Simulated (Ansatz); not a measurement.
A nudged elastic band was laid between two geometries of Cl3FH2OZr (8 atoms, charge 0, multiplicity 1).

Method: RHF/def2-SVP (Ansatz).

- movable images: 5
- climbing image: yes
- spring: 5.0 eV/Å²
- optimiser: quadratic models (default)
- start path: through a guess of the saddle point
- force threshold: 0.05 eV/Å
- iteration limit: 60
- end points: relaxed

Image 0:

```xyz
8
Properties=species:S:1:pos:R:3
Zr -0.019 0.017 -0.015
F 0.282 0.055 1.870
Cl 2.253 -0.004 -0.696
Cl -0.807 2.045 -0.972
Cl -0.805 -1.943 -1.147
O -2.130 -0.177 1.019
H -2.936 -0.528 0.662
H -2.205 -0.093 1.962
```

Image 6:

```xyz
8
Properties=species:S:1:pos:R:3
Zr -0.473 -0.093 -0.297
F -0.372 0.998 1.925
Cl 1.735 -0.783 0.257
Cl -0.731 2.142 -1.067
Cl -0.970 -1.382 -2.222
O -1.872 -0.736 0.887
H -2.597 -1.341 0.901
H -1.086 0.565 2.300
```

Q: Which bonds break or form, and what moves?

A: Bonds broken: O6–H8. Bonds formed: F2–H8.

Q: Give the energies along the band, and the barrier.

A: The run converged. The highest image is number 4 of 0 to 6, 1.21 eV above the first end and 0.31 eV above the last; the last end lies 0.90 eV above the first. A vibrational analysis at the climbing image gives one clearly imaginary mode, 1183i cm⁻¹: a first-order saddle point. The orbitals stay closed-shell, which can raise the energy where a bond breaks towards radicals; this wasn't checked here.

| image | path coordinate (Å) | energy (eV) | O6–H8 (Å) | F2–H8 (Å) |
| --- | --- | --- | --- | --- |
| 0 | 0.00 | 0.00 | 0.95 | 2.49 |
| 1 | 0.76 | 0.04 | 0.95 | 2.44 |
| 2 | 1.53 | 0.10 | 0.95 | 2.35 |
| 3 | 2.29 | 0.22 | 0.96 | 1.95 |
| 4 | 3.06 | 1.21 | 1.22 | 1.10 |
| 5 | 3.52 | 0.96 | 1.65 | 0.94 |
| 6 | 3.98 | 0.90 | 2.08 | 0.91 |

Q: What is the geometry of the highest image?

A: 
```xyz
8
Properties=species:S:1:pos:R:3
Zr -0.363 0.050 -0.211
F -0.472 0.882 1.826
Cl 1.877 -0.635 0.080
Cl -0.586 2.178 -1.205
Cl -1.123 -1.400 -1.928
O -1.831 -0.636 1.093
H -2.559 -1.234 1.171
H -1.309 0.166 1.856
```

Q: What are the harmonic wavenumbers there?

A: 1183i, 55, 92, 121, 132, 136, 145, 342, 372, 390, 422, 426, 596, 732, 895, 1211, 1997, 4211 cm⁻¹.

The band took 31 iterations and of the order of 4 core-minutes.

The run took 2.3 min on 2 threads of AMD EPYC 9R45 96-Core Processor (Zen 5), on a shared host, peak memory 0.34 GiB.
